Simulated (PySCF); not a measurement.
# Tc: excitation energy

Tc [Kr] 4d5 5s2 (6S) → Tc [Kr] 4d7 (4F), as a difference of total energies. Computed with PySCF 2.14 in aug-cc-pwCVDZ-PP with ECP28MDF, with scalar relativity through the core potential. Correlated levels: valence: 4s2 4p6 frozen; valence and next inner shell: nothing frozen outside the core potential. The calculations carry no spin-orbit coupling.

```json
{"method": "UHF", "excitation energy (eV)": "3.678"}
{"method": "LDA", "excitation energy (eV)": "2.074"}
{"method": "PBE", "excitation energy (eV)": "1.808"}
{"method": "PBE0", "excitation energy (eV)": "2.031"}
{"method": "r2SCAN", "excitation energy (eV)": "2.452"}
{"method": "MN15", "excitation energy (eV)": "1.759"}
{"method": "B3LYP", "excitation energy (eV)": "1.943"}
{"method": "BLYP", "excitation energy (eV)": "1.766"}
{"method": "CAM-B3LYP", "excitation energy (eV)": "2.027"}
{"method": "MP2 (valence)", "excitation energy (eV)": "2.597"}
{"method": "SCS-MP2 (valence)", "excitation energy (eV)": "2.130"}
{"method": "MP2 (valence and next inner shell)", "excitation energy (eV)": "2.947"}
{"method": "SCS-MP2 (valence and next inner shell)", "excitation energy (eV)": "2.755"}
```

**Question.** How much does correlation contribute at MP2 (valence and next inner shell)?

**Answer.** 2.947 − (3.678) = -0.731 eV, measured against UHF.
